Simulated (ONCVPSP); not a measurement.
## Ge (Z = 32), ONCV: configuration errors across variants

ONCVPSP 4.0.1 input, shortened (lines: element, Z, core and valence counts, functional; n l f; lmax; l rc ep ncon nbas qcut; lloc lpopt rc5 dvloc0; l nproj debl; icmod fcfact rcfact), PBEsol, fully relativistic:

```
  Ge 32.00    5    3  -116133      upf
    1    0    2.00
    2    0    2.00
    2    1    6.00
    3    0    2.00
    3    1    6.00
    3    2   10.00
    4    0    1.00
    4    1    3.00
    3
    0    1.65    0.00    3    7    3.60
    1    2.00    0.00    4    9    4.40
    2    1.10    0.00    3    8   15.90
    3    1.95    0.16    4    7    6.60
    4    4    0.80    3.00
    0    2    1.70
    1    1    1.00
    2    2    3.40
    3    2    1.80
    3    5.25    1.05
```

Open shells are filled in proportion to 2j + 1.

All-electron excitation energies from the reference (eV): (1) 3d10 4s2 4p2 -7.978; (2) 3d10 4s2 4p1 -0.522; (3) 3d10 4s2 4p0 14.930; (4) 3d10 4s2 4p1.5 -5.172.

1 further variants failed, have other tests or too few solved ones, and are left out.

A true bound ghost makes a file unfit for plane-wave use even where its test errors are small: the radial tests pick states by their node count and pass the ghost by.

Errors AE − PS in meV (a dash: test not solved or not reliable):

| change | (1) | (2) | (3) | (4) | bound ghosts | GHOST(+) flags above zero |
| --- | --- | --- | --- | --- | --- | --- |
| base | -1.1 | -3.8 | -10 | -2.6 | none | s |
| s: qcut 2.4; p: qcut 2.9; d: qcut 10.6; f: qcut 4.4 | -3.3 | -7.4 | -17 | -5.5 | none | s, f5/2 |
| s: qcut 2.8; p: qcut 3.4; d: qcut 12.4; f: qcut 5.1 | -2.3 | -6.0 | -14 | -4.3 | none | s, f7/2, f5/2 |
| s: qcut 3; p: qcut 3.6; d: qcut 13; f: qcut 5.4 | -2.0 | -5.4 | -13 | -3.8 | none | s |
| s: qcut 3.4; p: qcut 4.2; d: qcut 15.1; f: qcut 6.3 | -1.6 | -4.5 | -11 | -3.2 | none | s |
| s: qcut 3.7; p: qcut 4.6; d: qcut 16.5; f: qcut 6.9 | -1.1 | -3.8 | -9.7 | -2.6 | none | s |
| s: qcut 4.2; p: qcut 5.2; d: qcut 18.7; f: qcut 7.8 | -0.5 | -2.7 | -7.6 | -1.7 | none | s, p1/2 |
| s: qcut 4.9; p: qcut 6; d: qcut 21.7; f: qcut 9 | +0.2 | -1.7 | -5.7 | -0.9 | s | p1/2 |

Q: Give the same row for: s: qcut 4.4; p: qcut 5.4; d: qcut 19.5; f: qcut 8.1.

A: -0.2, -2.3, -6.9, -1.4; bound ghosts: none; GHOST(+) flags above zero: s, p1/2.
